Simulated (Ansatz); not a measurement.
Relaxation of CH6BFS (10 atoms, charge 0, multiplicity 1), to a largest force component of 0.03 eV/Å in at most 50 steps.

The calculation used RHF/def2-SVP (Ansatz).

```xyz
10
Properties=species:S:1:pos:R:3
B 0.057 -0.220 -0.066
F 0.009 -0.555 1.217
C 1.443 -0.157 -0.803
H 1.636 -1.142 -1.247
H 1.439 0.565 -1.620
H 2.270 0.061 -0.125
H -1.001 -0.080 -0.614
S -0.245 2.559 1.261
H 1.002 2.827 1.661
H -0.336 1.400 1.983
```

**Question.** Where does it end, and by what steps?

**Answer.** The run converged. The force dipped under the threshold on the way, but the program's further checks kept it going. After 19 steps the energy has fallen by 0.131 eV; H10 moved furthest, 0.75 Å.

```
step  energy less start (eV)  largest force component (eV/Å)  accepted
   0                  0.0000                           1.081       yes
   1                 -0.0973                           0.351       yes
   2                 -0.0207                           1.680        no
   3                 -0.1136                           0.172       yes
   4                 -0.1205                           0.165       yes
   5                 -0.1265                           0.038       yes
   6                 -0.1274                           0.089       yes
   7                 -0.1274                           0.208        no
   8                 -0.1286                           0.027       yes
   9                 -0.1286                           0.101        no
  10                 -0.1291                           0.064       yes
  11                 -0.1295                           0.047       yes
  12                 -0.1297                           0.033       yes
  13                 -0.1300                           0.040       yes
  14                 -0.1301                           0.049       yes
  15                 -0.1303                           0.053       yes
  16                 -0.1304                           0.039       yes
  17                 -0.1306                           0.031       yes
  18                 -0.1306                           0.055       yes
  19                 -0.1308                           0.021       yes
```

```xyz
10
Properties=species:S:1:pos:R:3
B 0.115 -0.413 -0.098
F 0.124 -0.794 1.170
C 1.468 -0.217 -0.872
H 1.618 -1.086 -1.524
H 1.429 0.659 -1.522
H 2.331 -0.141 -0.209
H -0.963 -0.312 -0.616
S -0.183 2.788 1.281
H 1.043 2.765 1.809
H -0.708 2.008 2.228
```

Time of the run: 39 s on 1 thread of Arm Neoverse V2, with other jobs on the host, peak memory 0.15 GiB.
